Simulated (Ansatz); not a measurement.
`C#[C][SnH2][O]C` + H–F → `C[O][SnH2][F]` + acetylene at 400 K and 1 bar (ligand exchange at the Sn–C bond).

Gas-phase electronic energies from Ansatz, PBE0-D4/def2-TZVP geometries. CBS: MP2 limit from def2 TZ/QZ plus the TZ coupled-cluster correction, frozen cores. This one scheme is used for every species. Elements past krypton have def2 core potentials. For Sn outer-core shells are correlated without core-valence functions, which leaves a few kJ/mol of doubt a bond. Each species was taken in one conformer, which may not be the lowest.

| species | CCSD(T)/CBS energy (Eh) | H − E (kJ/mol) | S (J/(mol·K)) |
| --- | --- | --- | --- |
| `C#[C][SnH2][O]C` | -406.88720 | 230.5 | 416.3 |
| H–F | -100.39570 | 36.5 | 182.2 |
| `C[O][SnH2][F]` | -430.07156 | 180.6 | 379.6 |
| `C#C` | -77.22717 | 85.5 | 213.8 |

H − E and S are ideal-gas, rigid-rotor, harmonic terms from PBE0-D4/def2-TZVP, for one conformer and one mirror image of each species. 1 Eh = 2625.50 kJ/mol, R = 8.31446 J/(mol·K).

Q: By hand: ΔE, ΔH, ΔS and ΔG.

A: ΔE = (-430.07156) + (-77.22717) − (-406.88720) − (-100.39570) = -0.01583 Eh = -41.6 kJ/mol. Δ(H − E) = 180.6 + 85.5 − 230.5 − 36.5 = -0.9, so ΔH = -42.5 kJ/mol. ΔS = 379.6 + 213.8 − 416.3 − 182.2 = -5.1 J/(mol·K). ΔG = -42.5 − 400 × (-5.1)/1000 = -40.5 kJ/mol.

Q: By hand: the equilibrium constant, and the temperature at which ΔG would vanish if ΔH and ΔS stayed fixed.

A: log₁₀ K = −ΔG/(RT ln 10) = 5.3. ΔG = 0 at ΔH/ΔS = 8333 K, far beyond where these terms or the molecules hold.

The number of gas molecules stays the same, so ΔS is small and ΔH decides. A doubt of 5 kJ/mol in ΔE shifts log₁₀ K by 0.7 here. Other conformers and mirror images would add mixing entropy, several J/(mol·K) or more a flexible species. Modes under 60 cm⁻¹, often nearly free rotors, make the harmonic entropy too high. These are equilibria of isolated gas molecules and say nothing of rates. Largest T1 diagnostic: 0.014 (customary marks: 0.02 for closed shells, 0.045 for open ones).
